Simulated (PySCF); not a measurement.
Os⁺: excitation energy

Os⁺ [Xe] 4f14 5d6 6s1 (6D) → Os⁺ [Xe] 4f14 5d7 (4F), as a difference of total energies. All numbers are calculated (PySCF 2.14, scalar relativity by spin-free X2C-1e, in x2c-TZVPPall). Correlated levels: valence: [Xe] 4f14 frozen. The calculations carry no spin-orbit coupling.

```tsv
method	excitation energy (eV)
UHF	1.776
LDA	1.219
PBE	1.276
PBE0	1.243
r2SCAN	1.502
LC-wPBE	1.121
r2SCAN0	1.419
revPBE	1.281
MP2 (valence)	1.205
SCS-MP2 (valence)	0.729
```

How much does correlation contribute at MP2 (valence)?

1.205 − (1.776) = -0.571 eV, measured against UHF.

A first-order spin-orbit estimate (lowest level to lowest level, LS coupling) adds -0.186 eV.
